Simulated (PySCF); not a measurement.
SMILES C=C(C)[CH2] (C₄H₇), doublet, B3LYP/def2-SVP optimised geometry.

```
11

C      0.86    -0.70    -2.37
C      0.10    -0.62    -1.20
C     -1.17    -1.18    -1.13
C      0.66     0.12     0.00
H      1.87    -0.27    -2.43
H      0.47    -1.20    -3.26
H     -1.76    -1.12    -0.21
H     -1.61    -1.69    -1.99
H      1.76     0.12     0.00
H      0.33     1.18     0.00
H      0.32    -0.33     0.94
```

Density from unrestricted B3LYP/def2-TZVP (PySCF) at that geometry.

Minimum of the electron density along straight lines between bonded atoms, close to the bond critical point (lines longer than 1.1 times the sum of covalent radii, or with two minima, are not listed):

```csv
bond,length / Å,ρ at the minimum / e bohr⁻³,∇²ρ there / e bohr⁻⁵,position (fraction from the first atom)
C1–C2,1.393,0.318,-0.93,0.50
C2–C3,1.394,0.318,-0.93,0.50
C2–C4,1.518,(withheld),-0.65,0.51
C1–H5,1.093,0.279,-0.97,0.65
C1–H6,1.093,0.279,-0.97,0.65
C3–H7,1.093,0.279,-0.97,0.65
C3–H8,1.093,0.279,-0.97,0.65
C4–H9,1.100,0.274,-0.92,0.64
C4–H10,1.103,0.271,-0.90,0.64
C4–H11,1.101,0.273,-0.92,0.64
```

**Question.** Complete the blanks.

**Answer.** 
- C2–C4, ρ at the minimum / e bohr⁻³: 0.252
